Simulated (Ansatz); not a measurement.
`C=C1O[SiH2]1`, relaxed with RKS PBE0-D4/def2-TZVP in Ansatz from a PBE-D4/def2-SVP geometry. The force threshold is 0.005 eV/Å; the program also tests the step.

The species carries charge 0 and has multiplicity 1.

Start:

```xyz
8

C     0.470   -1.301   -0.906
C     0.198   -0.196   -0.202
O     0.930    0.974    0.020
Si   -0.618    1.030    0.844
H    -0.260   -2.120   -0.948
H     1.424   -1.403   -1.449
H    -0.549    0.990    2.337
H    -1.594    2.026    0.306
```

| step | energy (eV) | largest force (eV/Å) | largest move (Å) |
| --- | --- | --- | --- |
| 1 | -12056.1309 | 0.994 | 0.000 |
| 2 | -12056.1855 | 0.709 | 0.026 |
| 3 | -12056.2055 | 0.271 | 0.021 |
| 4 | -12056.2062 | 0.196 | 0.014 |
| 5 | -12056.2079 | 0.130 | 0.012 |
| 6 | -12056.2087 | 0.046 | 0.010 |
| 7 | -12056.2088 | 0.007 | 0.003 |
| 8 | -12056.2088 | 0.003 | 0.001 |

End:

```xyz
8

C     0.462   -1.288   -0.895
C     0.163   -0.214   -0.193
O     0.901    0.958    0.025
Si   -0.585    1.032    0.828
H    -0.241   -2.107   -0.952
H     1.407   -1.369   -1.423
H    -0.540    0.984    2.303
H    -1.567    2.004    0.306
```

It took 25 s on 2 threads of an Arm Neoverse V1 on a shared host, with 0.29 GiB of host memory at the peak.
